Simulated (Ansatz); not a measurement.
A made-up structure of H₂TeS₂, closed shell:

S1  (-1.925, 0.125, -0.828)
Te2  (-0.167, 1.342, 0.167)
S3  (1.915, 0.405, 0.757)
H4  (-1.962, -1.085, -0.895)
H5  (2.138, -0.787, 0.798)
(Å)

It is relaxed with PBE-D4/def2-SVP and then PBE0-D4/def2-TZVP (Ansatz 0.2.0). Atoms count as bonded within 1.22 times the sum of their covalent radii (H–H: 0.88 Å). The end point is not checked to be a true minimum.

(1) Does its bonding change? (Judge from chemistry; the calculation decides.)

## Answers

(1) The calculation gives: No: no bond forms or breaks.

Where it ends: The first stage lowers the energy by 2.49 eV in 8 steps. It ends as H₂TeS₂ ([SH][Te][SH]):
S1  (-1.540, 0.179, -1.182)
Te2  (-0.347, 1.124, 0.641)
S3  (1.888, 0.428, 0.233)
H4  (-1.832, -0.999, -0.602)
H5  (1.830, -0.732, 0.910)
(Å)

Labels in which every atom is bracketed show which atoms are joined, not bond orders.

For scale, one of the runs: PBE0-D4/def2-TZVP relaxation, 136 basis functions, launched by `ansatz run in.yaml --threads 2 --pin off --events-out ev --progress --plain --max-ram 4352MiB`. Hardware: 2 CPU threads of an Arm Neoverse V2, shared host. Wall time about 23 s.
